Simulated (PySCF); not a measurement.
Input file for PySCF: R-B3LYP/6-31G* on CH2O (SMILES C=O) with ghost functions.

```python
from pyscf import gto, scf, dft, mp
from pyscf.data.elements import chemcore

mol = gto.M(
    atom='''
    C     0.07155211   -0.91969288    3.50824959
    O     0.78391685   -0.62568458    2.56960712
    H    -0.99694182   -0.66841601    3.50194302
    H     0.49998366   -1.44185158    4.37156252
    ghost-Al    0.15416424    0.33256906    0.90957960
    ghost-H    1.05861000    1.63455962    1.00343385
    ghost-H   -1.37151095    0.45401939    1.38497158
    ghost-H    0.49958353   -0.77486270   -0.17499274
    ''',
    basis='6-31g*',
    cart=True,
    charge=0, spin=0, verbose=3, max_memory=1800)
mf = dft.RKS(mol, xc='b3lyp')
mf.conv_tol = 1e-8
mf.max_cycle = 100
mf.kernel()
if not mf.converged:
    mf = mf.newton().run(mf.mo_coeff, mf.mo_occ)
```

The log:

```
converged SCF energy = -114.50426682757
```

Self-consistency was reached.

Cost: roughly 2.5 core-seconds.
